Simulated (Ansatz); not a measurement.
Sn₂O₄⁻. Charge -1, multiplicity 2. Geometry r2SCAN-D4/def2-SVP, that of the neutral singlet; atoms count from 1.

```xyz
6

Sn   -0.917   -1.008    1.241
Sn    0.185    1.657   -0.328
O     0.514   -1.064   -0.689
O    -0.375    0.885    1.470
O    -0.845   -0.442   -0.900
O     1.437   -0.027   -0.794
```

In the def2 sets Sn takes a core potential; there is no spin–orbit coupling. The structure holds 2 bonds between oxygen atoms, so isomers without such links may lie far lower. The highest occupied level of the charge -1 doublet lies above zero (up to 0.93 eV). By energy differences its removal costs 0.65 eV (vertical, to the charge 0 singlet, at PBE0-D4/def2-TZVPD); a positive level beside a positive removal energy at the same level points to self-interaction error. The structure comes from a short search, and lower isomers may exist.

Question: Estimate the Mulliken populations from the PBE0/def2-TZVPD orbitals of Ansatz.

Answer: 
| atom | charge (e) | spin (α − β) |
| --- | --- | --- |
| Sn1 | 0.28 | 0.90 |
| Sn2 | 0.80 | 0.09 |
| O3 | 0.04 | -0.02 |
| O4 | -0.83 | -0.05 |
| O5 | -0.73 | 0.06 |
| O6 | -0.55 | 0.02 |
Mulliken values and Mayer orders depend strongly on the basis. With diffuse functions, as here, like atoms can get unlike values, and bond orders can come out too low or too high.

Question: Where does the spin sit?

Answer: Summed by element: Sn 1.00, O 0.00, of 1 unpaired in all. Largest on single atoms: Sn1 0.90, Sn2 0.09, O5 0.06.

Question: And the Mayer bond orders between bonded heavy atoms (over 0.3)?

Answer: Sn1–O4 0.53 (1.98 Å); Sn1–O5 0.38 (2.22 Å); Sn2–O4 0.74 (2.04 Å); Sn2–O6 0.46 (2.15 Å); O3–O5 0.56 (1.51 Å); O3–O6 0.76 (1.39 Å).
